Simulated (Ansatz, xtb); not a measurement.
## Two isomers of C3H7Br

Structure I: `CC(C)Br`, a singlet. Structure II: `CCCBr`, a singlet. Both are isolated molecules in the gas phase, relaxed with B3LYP-D3(BJ)/6-311G**; the shapes shown needn't be the lowest conformers.

I (Å):

```xyz
11

C    -1.1236   -0.0167    1.3155
C     0.2473   -0.3586    1.8694
C     1.3720    0.4740    1.2819
Br    0.6247   -2.3010    1.5287
H    -1.1487   -0.1439    0.2312
H    -1.9016   -0.6407    1.7559
H    -1.3504    1.0307    1.5435
H     0.2516   -0.3057    2.9569
H     1.1913    1.5305    1.5092
H     2.3394    0.1932    1.6988
H     1.4152    0.3602    0.1966
```

II (Å):

```xyz
11

C    -0.0230    0.5420    0.1119
C     1.1972   -0.3858    0.1462
C     1.1441   -1.3951   -0.9864
Br    2.7100   -2.6101   -0.9677
H    -0.0718    1.1011   -0.8268
H    -0.9546   -0.0216    0.2155
H     0.0208    1.2661    0.9288
H     1.2402   -0.9156    1.1014
H     2.1171    0.1994    0.0666
H     0.2763   -2.0483   -0.9177
H     1.1646   -0.9196   -1.9652
```

Quicker runs give these differences E(II) − E(I): GFN2-xTB +1.8 kcal/mol; HF/STO-3G −0.3 kcal/mol (at GFN2-xTB geometries); r2SCAN-D4/def2-SVP +3.0 kcal/mol (at GFN2-xTB geometries).

Task: Which of the two would you expect CCSD(T)/def2-SVP + ΔMP2/def2-TZVPP electronic energies to favour?

Result: Structure I; the calculation gives E(II) − E(I) = +2.4 kcal/mol.

The same difference at several levels:

| level | geometry | E(II) − E(I) (kcal/mol) | departure from the last row (kcal/mol) | job, with rough time for the two |
| --- | --- | --- | --- | --- |
| GFN2-xTB | GFN2-xTB | +1.8 | −0.6 | optimisation, 0.066 s |
| HF/STO-3G | GFN2-xTB | −0.3 | −2.7 | single point, 0.2 s |
| r2SCAN-D4/def2-SVP | GFN2-xTB | +3.0 | +0.6 | single point, 1.3 s |
| B3LYP-D3(BJ)/6-311G** | B3LYP-D3(BJ)/6-311G** | +2.5 | +0.1 | optimisation, 9.9 s |
| HF/def2-SVP | B3LYP-D3(BJ)/6-311G** | +1.6 | −0.8 | part of the CCSD(T) run |
| MP2/def2-SVP | B3LYP-D3(BJ)/6-311G** | +3.0 | +0.6 | part of the CCSD(T) run |
| CCSD(T)/def2-SVP | B3LYP-D3(BJ)/6-311G** | +2.7 | +0.3 | single point |
| CCSD(T)/def2-SVP + ΔMP2/def2-TZVPP | B3LYP-D3(BJ)/6-311G** | +2.4 |  | single point, 11 s |

As drawn, both hold the same kinds of bond in the same numbers. Structure I has 2 methyl groups, II 1.

HF/STO-3G finds them nearly level. The largest departure from CCSD(T)/def2-SVP + ΔMP2/def2-TZVPP is that of HF/STO-3G, 2.7 kcal/mol. The last row adds to CCSD(T) the change of the MP2 difference between the two basis sets, here −0.3 kcal/mol.

With harmonic frequencies from B3LYP-D3(BJ)/6-311G** (ideal gas, rigid rotor, one conformer each, 298.15 K, 1 atm): on the last row, ΔE + ΔZPE = +2.7, ΔH = +2.7, ΔG = +2.4 kcal/mol.

The correlated steps freeze 12 core orbitals; the filled d shell of Br is correlated, in a basis made for valence electrons. Run with Ansatz 0.2.0, xtb 6.7.1; the last row on 2 threads of AMD EPYC 9R45 96-Core Processor (Zen 5) on a shared host.
